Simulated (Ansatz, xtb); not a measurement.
# Relaxing a trial structure of C2H5FGa

The starting geometry of this gas-phase doublet has its atoms placed at random.

```xyz
9

C     1.2836   -1.9286    0.6113
C    -0.5659    1.0320   -1.0227
F     1.1692    0.0676    1.5908
Ga   -0.7226   -1.2883    0.2949
H    -0.4818    1.9674    0.1616
H     1.2880   -0.4590    0.1478
H    -0.3330    0.7607    0.0811
H     0.0723   -1.9098   -1.1984
H     0.7349   -0.7432    1.7160
```

Task: Guess where an optimisation with r2SCAN-D4/def2-SVP ends from this start.

Result: It ends as `[CH2][Ga]([CH3])[F]`. Contacts that open: F3–H9 (0.93 → 3.33 Å), Ga4–H8 (1.80 → 2.58 Å). Contacts that close: C1–H6 (1.54 → 1.10 Å), C1–H8 (2.18 → 1.10 Å), C1–H9 (1.71 → 1.10 Å), C2–Ga4 (2.67 → 1.93 Å), C2–H5 (1.51 → 1.10 Å), F3–Ga4 (2.66 → 1.77 Å).

The energy falls by 15.05 eV over 39 steps:

```csv
step,E − E(last) (eV)
1,15.046
5,7.160
9,4.289
14,3.130
18,1.677
22,0.050
26,0.001
31,0.000
35,0.000
39,0.000
```

Final geometry (Å):

```xyz
9

C     0.8018   -1.7982    0.1576
C    -0.7434    1.4039   -0.0524
F     1.4916    0.6819    1.9175
Ga    0.4689    0.0646    0.6130
H    -1.4654    1.2319   -0.8601
H     1.8479   -1.9138   -0.1684
H    -0.7621    2.4198    0.3610
H     0.1390   -2.1662   -0.6389
H     0.6665   -2.4250    1.0532
```

From the same start GFN2-xTB reaches the same bonding as this run.

From so rough a start the end depends on the optimiser's path, so another program may land elsewhere. The end wasn't checked by frequencies. Open shells are spin-unrestricted. Run with Ansatz 0.2.0, 5.1 min on 2 threads of Arm Neoverse V1, on a shared host.
